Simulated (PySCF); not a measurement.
## Correlation energy of As+ (arsenic, charge +1)

[Ar] 3d10 4s2 4p1 5s1, high-spin 3P determinant (an excited configuration). Calculation: PySCF 2.14, in x2c-QZVPPall with one added diffuse shell each of s, p, d, f type (12s9p6d5f1g, 113 functions); the spin-free X2C one-electron Hamiltonian (Gaussian nucleus). Frozen: [Ar] 3d10; 4 electrons correlated.

MP2 pair energies summed by pair of shells (mhartree):

```json
{"pair": "4s-4s", "energy": "-23.36", "share (%)": "43.9"}
{"pair": "4s-4p", "energy": "-19.01", "share (%)": "35.7"}
{"pair": "4s-5s", "energy": "-7.91", "share (%)": "14.9"}
{"pair": "4p-5s", "energy": "-2.98", "share (%)": "5.6"}
```

Total MP2 correlation energy: -53.26 mhartree.

Same-spin part -7.93 and opposite-spin part -45.33 mhartree; SCS-MP2 scales them by 1/3 and 6/5 to -57.04 mhartree.
